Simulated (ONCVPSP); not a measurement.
Ir (Z = 77), ONCV: configuration errors across variants

ONCVPSP 4.0.1 input, shortened (lines: element, Z, core and valence counts, functional; n l f; lmax; l rc ep ncon nbas qcut; lloc lpopt rc5 dvloc0; l nproj debl; icmod fcfact rcfact), PBEsol, scalar-relativistic:

```
  Ir 77.00   11    3  -116133      upf
    1    0    2.00
    2    0    2.00
    2    1    6.00
    3    0    2.00
    3    1    6.00
    3    2   10.00
    4    0    2.00
    4    1    6.00
    4    2   10.00
    5    0    2.00
    5    1    6.00
    4    3   14.00
    5    2    7.00
    6    0    2.00
    3
    0    2.60    0.00    3    7    3.20
    1    2.60    0.07    4    9    3.10
    2    1.85    0.00    4    9    8.50
    3    0.85    0.00    4    9   16.70
    4    5    0.65    1.00
    0    3    2.90
    1    2    2.30
    2    2    3.10
    3    2    1.00
    0    0.00    0.00
```

In the p channel the program set the typed energies aside and used 0.050, 2.350 Ha. In the f channel the program set the typed energies aside and used -2.287, 0.250 Ha.

All-electron excitation energies from the reference (eV): (1) 4f14 5d7 6s1 9.929; (2) 4f14 5d7 6s0 27.425; (3) 4f14 5d6 6s0 57.999; (4) 4f14 5d7.5 6s1.5 -0.278.

1 further variants failed, have other tests or too few solved ones, and are left out.

A true bound ghost makes a file unfit for plane-wave use even where its test errors are small: the radial tests pick states by their node count and pass the ghost by.

Errors AE − PS in meV (a dash: test not solved or not reliable):

```csv
change,(1),(2),(3),(4),bound ghosts,GHOST(+) flags above zero
base,-8.6,-25,-1.4,-10,"s, p","s, p, d"
"local potential polynomial inside 0.65 bohr (lpopt 5, dvloc0 0 Ha)",-8.5,-25,-1.3,-10,"s, p","s, p, d"
f: qcut 12.4,-8.7,-25,-1.4,-10,"s, p","s, p, d"
f: nbas 7,-8.6,-25,-1.4,-10,"s, p","s, p, d"
```

Question: Give the same row for: s: debl 3.85.

Answer: -8.6, -26, -2.2, -10; bound ghosts: s, p; GHOST(+) flags above zero: s, p, d.
